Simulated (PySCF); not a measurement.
## 33S chemical shifts

- shieldings: GIAO PBE0/pcSseg-1
- structure optimised with GFN2-xTB
- program: PySCF 2.14.0 with density-fitted response routines
- averaged over atoms made equivalent by symmetry, fast rotation or ring inversion, no solvent model, non-relativistic Hamiltonian, a single conformation

Shieldings were converted by a linear fit to measured shifts: 33S: δ = 158.28 − 0.937σ (rms 33.3 ppm, 20 shifts vs sulfate, solution or neat liquid). Occasional misses reach two or three times the rms, and more in compound classes unlike the fitted ones.

(1) Give the 33S shifts of `C=C(C)[Si@@H](S)C(C)(F)F`, `C=C[Si@@H](S)OCCC`, `[SiH3][C@@H]1CCCC[P@@H]1=S`.

(2) Order these by 33S shift, lowest first.
A. C[Si@H]1CC[P@@H](=S)CC1
B. C=C(C)C[Si@@H](S)OC
C. Cc1csc([SiH3])p1
D. CO[C@@H]1[C@H](C)[Si@H]1SC

## Answers

(1) 
```tsv
compound	environment	δ (ppm)
C=C(C)[Si@@H](S)C(C)(F)F	sulfur bonded to Si, H	-543
C=C[Si@@H](S)OCCC	sulfur bonded to Si, H	-509
[SiH3][C@@H]1CCCC[P@@H]1=S	sulfur bonded to P	-543
```

(2) A (-602 ppm, sulfur bonded to P), B (-543 ppm, sulfur bonded to Si, H), D (-490 ppm, sulfur bonded to C, Si), C (40 ppm, aromatic ring sulfur).
